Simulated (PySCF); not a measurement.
# `C=C[C@@H]1CC[Si@@H]1CCC`: 4 charge schemes on one density

C8H16Si.
Structure used (PBE0-D3(BJ)/def2-SVP), in Å, numbered top down from 1:
```xyz
25
C8H16Si angstrom
C     -3.3791    1.7485    0.0354
C     -2.3756    0.9303    0.3670
C     -1.9377   -0.2695   -0.3836
C     -1.6149   -1.5615    0.4248
C     -0.4796   -2.1875   -0.4254
Si    -0.1588   -0.4368   -1.0766
C      1.1247    0.5329   -0.0994
C      2.5695    0.1176   -0.3777
C      3.5910    0.9089    0.4256
H     -3.6148    2.6335    0.6317
H     -3.9972    1.5641   -0.8495
H     -1.7917    1.1626    1.2689
H     -2.6481   -0.5036   -1.1952
H     -1.2286   -1.2775    1.4188
H     -2.4882   -2.2120    0.6014
H      0.2893   -2.7459    0.1274
H     -0.8836   -2.8424   -1.2140
H      0.0651   -0.2345   -2.5463
H      0.8967    0.4162    0.9754
H      0.9854    1.6068   -0.3206
H      2.6903   -0.9591   -0.1638
H      2.7841    0.2302   -1.4552
H      3.4250    0.7876    1.5082
H      4.6204    0.5853    0.2067
H      3.5238    1.9858    0.2017
```

Density: PBE0/pcSseg-1 (PySCF); schemes: Mulliken, IAO, Hirshfeld and ESP-fitted. Geometry: PBE0-D3(BJ)/def2-SVP, one conformer, isolated molecule.

Question: Atoms with like bonding are taken together and averaged. Which atoms carry the lowest charge in the Mulliken, IAO, Hirshfeld and ESP-fitted schemes?

Answer: The schemes don't all agree: Mulliken C7 (-0.543); IAO C5 (-0.551); Hirshfeld C5 (-0.168); ESP-fitted C5 (-0.517).

Question: At which atom do the 4 schemes differ most?

Answer: At C8: from -0.297 (Mulliken) to +0.270 e (ESP-fitted), 0.567 e apart.

Question: Give the atomic charges in each scheme.

Answer: In e; atoms taken as equivalent share a row and are averaged (×n: the atom named and its like, n in all):

```tsv
atom	environment	Mulliken	IAO	Hirshfeld	ESP-fitted
C1	terminal =CH2 carbon	-0.169	-0.336	-0.120	-0.445
C2	alkene CH carbon	-0.148	-0.123	-0.044	-0.251
C3	sp3 carbon bound to silicon	-0.523	-0.380	-0.112	+0.009
C4	four-membered-ring carbon	-0.199	-0.245	-0.068	+0.008
C5	sp3 carbon bound to silicon	-0.508	-0.551	-0.168	-0.517
Si6	SiH silicon	+0.869	+0.909	+0.367	+0.349
C7	sp3 carbon bound to silicon	-0.543	-0.535	-0.156	-0.158
C8	chain CH2 carbon	-0.297	-0.234	-0.062	+0.270
C9	methyl carbon	-0.266	-0.405	-0.114	-0.437
H10	vinylic hydrogen	+0.114	+0.145	+0.041	+0.187
H11	vinylic hydrogen	+0.109	+0.137	+0.039	+0.173
H12	vinylic hydrogen	+0.099	+0.130	+0.039	+0.152
H13	methine hydrogen	+0.133	+0.138	+0.038	+0.089
H14	methylene hydrogen	+0.118	+0.128	+0.038	+0.051
H15	methylene hydrogen	+0.134	+0.135	+0.036	+0.031
H16	methylene hydrogen	+0.139	+0.139	+0.035	+0.144
H17	methylene hydrogen	+0.139	+0.143	+0.037	+0.141
H18	Si–H hydrogen	-0.072	-0.129	-0.085	-0.122
H19	methylene hydrogen	+0.138	+0.135	+0.037	+0.050
H20	methylene hydrogen	+0.145	+0.142	+0.039	+0.043
H21	methylene hydrogen	+0.123	+0.126	+0.035	-0.033
H22	methylene hydrogen	+0.129	+0.128	+0.035	-0.032
H23/H24/H25	methyl hydrogen	+0.113	+0.134	+0.038	+0.099
```

Mean size of the charges over all atoms: IAO 0.235 e, Mulliken 0.218 e, ESP-fitted 0.160 e, Hirshfeld 0.074 e. Each set sums to the total charge, 0, to within 0.001 e. The Mulliken scheme counts on each atom the diagonal of the density matrix times the overlap matrix over that atom's basis functions. The Hirshfeld scheme weights the molecular density at each point by an atom's share of the summed free-atom densities.

Question: How closely do the schemes follow one another over all atoms?

Answer: Correlation coefficient and root-mean-square difference: IAO with Hirshfeld 0.98, 0.200 e; Mulliken with IAO 0.98, 0.059 e; Mulliken with Hirshfeld 0.96, 0.191 e; IAO with ESP-fitted 0.73, 0.205 e; Hirshfeld with ESP-fitted 0.72, 0.156 e; Mulliken with ESP-fitted 0.63, 0.226 e.

Question: Sum the charges by element, for elements with more than one atom.

Answer: 
```
element  atoms  Mulliken     IAO  Hirshfeld  ESP-fitted
      C      8    -2.655  -2.809     -0.845      -1.522
      H     16    +1.785  +1.900     +0.478      +1.172
```

Question: How many electrons does the IAO scheme count on C3?

Answer: Z − q = 6 − (-0.380) = 6.380.
